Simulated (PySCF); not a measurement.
Br⁺: excitation energy

Br⁺ [Ar] 3d10 4s2 4p4 (3P) → Br⁺ [Ar] 3d10 4s1 4p5 (3P), as a difference of total energies. Calculation: PySCF 2.14, in x2c-TZVPPall; scalar relativity by spin-free X2C-1e. Correlated levels: valence: [Ar] 3d10 frozen; valence and next inner shell: [Ne] frozen. The calculations carry no spin-orbit coupling.

| method | excitation energy (eV) |
| --- | --- |
| UHF | 14.264 |
| LDA | 12.901 |
| PBE | 12.854 |
| PBE0 | 13.228 |
| r2SCAN | 13.036 |
| revPBE | 12.800 |
| B2PLYP | 13.192 |
| BP86 | 12.849 |
| M06-L | 13.043 |
| ROHF | 14.264 |
| MP2 (valence) | 13.186 |
| SCS-MP2 (valence) | 13.045 |
| MP2 (valence and next inner shell) | 13.263 |
| SCS-MP2 (valence and next inner shell) | 13.095 |

How much does correlation contribute at MP2 (valence and next inner shell)?

13.263 − (14.264) = -1.001 eV, measured against UHF.

Errors of the correlated levels include the incompleteness of this basis and the frozen core.

For comparison: 11.924 eV (measured; NIST levels, between the centres of gravity of the two terms).
